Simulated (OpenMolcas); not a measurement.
Ions of charge +4 along the 3d row on the Ge site of Cs2GeF6

```json
{"Program": "OpenMolcas", "Method": "SS-CASPT2, IPEA 0.25 Eh, imaginary shift 0.1 Eh", "Spin-orbit coupling": "state interaction with AMFI integrals over the reference wave functions"}
```

The d shell is active; CASPT2 correlates the ligand valence shells and the outer metal core. Each dopant is a cluster with its nearest anions in model potentials and point charges, with no relaxation. Distances were set from a Shannon-type radius of the metal (high-spin where two are listed) plus a fixed donor radius (F 1.31 Å), in hosts weighted 0.65 to 0.35 with the host's distance in the model lattice. Ligand basis ANO-RCC-VDZP, DKH2 Hamiltonian. States (labels of O, the rotations of Oh). Energies in cm-1 above the lowest state or level, χT in cm3 K/mol; under a threefold ground state the first gap can be a small split of the lowest multiplet, not the spin-orbit step; 10Dq and B are least-squares fits to the states below 45000 cm-1, weighted by degeneracy, with a free offset, and given where the rms deviation is under 5 % of |10Dq| (or 100 cm-1) and under 700 cm-1. Spin-only χT is S(S+1) / 2 for the spin of the ground state.

| Ion | Shell | R (Å) | Metal basis | Ground state | First state of that spin | 10Dq | B (rms of fit) | First gap with spin-orbit (degeneracies) | χT at 300 K | First state of another spin | Spin-only χT |
| --- | --- | --- | --- | --- | --- | --- | --- | --- | --- | --- | --- |
| V4+ | 3d1 | 1.86 | ANO-RCC-VTZP | 2T2 | 2E 23470 | 23466 |  | 330 (4, 2) | 0.363 |  | 0.375 |
| Cr4+ | 3d2 | 1.84 | ANO-RCC-VTZP | 3T1 | 3T2 23290 | 24507 | 797 (274) | 6 (2, 3) | 0.729 | 1T2 10310 | 1.000 |
| Mn4+ | 3d3 | 1.827 | ANO-RCC-VTZP | 4A2 | 4T2 26060 |  |  | 13880 (4, 4) | 1.841 | 2E 13890 | 1.875 |
| Fe4+ | 3d4 | 1.863 | ANO-RCC-VTZP | 3T1 | 3E 16340 |  |  | 270 (1, 3) | 1.669 | 5E 5170 | 1.000 |
| Co4+ | 3d5 | 1.827 | ANO-RCC-VTZP | 2T2 | 13750 |  |  | 1040 (2, 4) | 0.817 | 2S+1 = 4: 12650 | 0.375 |

Below the highest spin of the shell: Fe4+, Co4+. χT departs most from the spin-only value for Fe4+, by +0.669 cm3 K/mol.

Roots that are degenerate in the reference are averaged as groups; the widest CASPT2 spread within a group is 2600 cm-1 (the 3-fold group of multiplicity 2 near 37700 cm-1 above the lowest state of its run, Co4+). Shifts and gaps below about the spread of the groups concerned are not significant. Over all roots computed the reference weight is 0.71 in V4+, 0.69 to 0.71 in Cr4+, 0.68 to 0.70 in Mn4+, 0.61 to 0.67 in Fe4+, 0.54 to 0.66 in Co4+; the roots of lowest weight are the least certain, and an intruder state may touch them. Ligand-to-metal charge-transfer states are missing. With one d shell and no ligand orbital active, 10Dq can be off by a tenth or more. An orbital triplet at a regular site is open to Jahn-Teller coupling, which can distort the site and quench the lowest spin-orbit gaps and is left out (holds for V4+; Cr4+; Fe4+; Co4+). The least metal-like active orbital is 82 % on the metal (Löwdin) and no ligand orbital is active, so the numbers are rough (holds for V4+). The least metal-like active orbital is 81 % on the metal (Löwdin) and no ligand orbital is active, so the numbers are rough (holds for Cr4+). With no ligand orbital active B as a rule stays too high, so bands that hang on it stand too high and its fall with covalency is understated (holds for Cr4+; Mn4+; Fe4+; Co4+). The least metal-like active orbital is 80 % on the metal (Löwdin) and no ligand orbital is active, so the numbers are rough (holds for Mn4+). This shell can be high or low spin here, a state of another spin lies low, and with metal d orbitals alone active their balance is uncertain, so the ground spin may be wrong, although the usual error favours high spin (holds for Fe4+). The least metal-like active orbital is 77 % on the metal (Löwdin) and no ligand orbital is active, so the numbers are rough (holds for Fe4+). The least metal-like active orbital is 76 % on the metal (Löwdin) and no ligand orbital is active, so the numbers are rough (holds for Co4+). No measured value stands beside these numbers; the geometry was set by hand and not optimised.

A state without a sure symmetry label is named by its multiplicity alone.
